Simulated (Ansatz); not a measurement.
Basis sets compared for In₄N₄H₁₄, a cluster cut from wurtzite InN (hydrogen-capped). The state is a singlet with charge 0. Geometry PBE-D4/def2-SVP. Ansatz on 2 threads of AMD EPYC 7R13 on a shared host and a share (18 GiB) of an NVIDIA H100 80GB HBM3; times are rough, and most runs start from earlier orbitals.

Cartesian coordinates in Å:
```
In 1.2102 2.0188 -0.7706
N 1.4786 1.0557 1.3050
In -2.2797 0.7380 -0.6234
N -0.2976 0.6305 -1.5812
N -1.7132 -0.1324 1.4331
In 0.3482 -0.7374 1.8497
In 0.4346 -1.4077 -1.9904
N 0.7823 -2.0877 0.1831
H 0.4740 3.5486 -0.3589
H 2.7690 1.7229 -1.5018
H 1.2889 1.7942 1.9993
H 2.4857 0.8619 1.4130
H -2.6715 2.3900 -0.2120
H -3.3318 -0.5047 -1.2564
H -0.4767 1.0087 -2.5300
H -2.0079 0.5599 2.1385
H -2.3374 -0.9373 1.5949
H 0.6493 -1.3729 3.4441
H 2.0670 -1.3572 -2.6105
H -0.8838 -2.4445 -2.4793
H 1.7669 -2.3886 0.2441
H 0.2450 -2.9588 0.3098
```

In the def2 sets In takes a core potential; there is no spin–orbit coupling. Single mean-field runs in def2-TZVP are fitted with def2-universal-jkfit.

Binding counts from free atoms (In doublet, N quartet, H doublet) in the same basis, without a counterpoise term.

| level | functions | energy (Eh) | HOMO (eV) | LUMO (eV) | binding per atom (eV) | wall time |
| --- | --- | --- | --- | --- | --- | --- |
| PBE-D4/def2-SVP | 230 | -987.5976 | -5.88 | -1.58 | 2.85 | 11 s |
| PBE0-D4/def2-SVP | 230 | -987.6225 | -7.05 | -0.74 | 2.80 | 7.5 s |

**Question.** Estimate the rows for PBE-D4/def2-TZVP, PBE0-D4/def2-TZVP.

**Answer.** 
```tsv
level	functions	energy (Eh)	HOMO (eV)	LUMO (eV)	binding per atom (eV)	wall time
PBE-D4/def2-TZVP	408	-987.8984	-5.95	-1.82	2.85	6 s
PBE0-D4/def2-TZVP	408	-987.9139	-7.11	-1.01	2.81	8 s
```
